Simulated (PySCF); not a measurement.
Oxygen: a sound run and one with changed settings

Sound run: O⁺ [He] 2s2 2p3, O²⁺ [He] 2s2 2p2. Calculation: PySCF 2.14, in cc-pVDZ-DK (3s2p1d, 14 functions); the spin-free X2C one-electron Hamiltonian (Gaussian nucleus). The sound run starts from symmetry-adapted Hartree-Fock orbitals and uses a fine grid where one is needed.

Changed run: 26 angular points. This setting is unsound on purpose.

| species | method | sound run (hartree) | changed run (hartree) | converged |
| --- | --- | --- | --- | --- |
| O⁺ | UHF | -74.40485 | -74.40485 | yes |
| O⁺ | PBE | -74.52821 | -74.52821 | yes |
| O⁺ | r2SCAN | -74.58759 | -74.58759 | yes |
| O²⁺ | UHF | -73.13383 | -73.13383 | yes |
| O²⁺ | PBE | -73.22886 | -73.22842 | yes |
| O²⁺ | r2SCAN | -73.28128 | -73.28303 | yes |

Ionisation energy of O⁺:

```csv
method,sound run (eV),changed run (eV)
UHF,34.586,34.586
PBE,35.357,35.369
r2SCAN,35.546,35.499
```

A coarse angular grid integrates products of high-l functions wrongly, so density functionals can shift, and the SCF can exploit the error; Hartree-Fock and MP2 need no grid.

For comparison, NIST gives 35.121 eV between the lowest levels.
